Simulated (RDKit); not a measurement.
RDKit input (UFF):

```python
from rdkit import Chem
from rdkit.Chem import AllChem, rdDetermineBonds

mol = Chem.MolFromXYZFile('mol.xyz')
rdDetermineBonds.DetermineBonds(mol, charge=-1)
print('SMILES', Chem.MolToSmiles(Chem.RemoveHs(mol)))
ff = AllChem.UFFGetMoleculeForceField(mol)
e0 = ff.CalcEnergy()
flag = ff.Minimize(maxIts=5000, forceTol=1e-5)
print(f'energy {e0:.4f} -> {ff.CalcEnergy():.4f} kcal/mol, converged: {flag == 0}')
print(Chem.MolToXYZBlock(mol))
```
mol.xyz:
```
4

Si    -0.78938600    -0.50066100    -0.22796900
F     -1.35647200     1.07059600    -0.03395900
Cl     1.42786300    -0.09936500     0.13243300
H     -1.01401000    -0.93690900     1.24582900
```

Output:

```
[00:24:02] UFFTYPER: Unrecognized charge state for atom: 0
SMILES F[SiH-]Cl
energy 15.1738 -> 0.0000 kcal/mol, converged: True
4

Si    -0.646435   -0.394201   -0.013404
F     -1.409346    1.102501   -0.159257
Cl     1.426939   -0.115211    0.073038
H     -1.103163   -1.059428    1.215957
```

The dipole moment of an ion depends on the origin.

The geometry given is a B3LYP-D3(BJ)/def2-TZVP minimum.
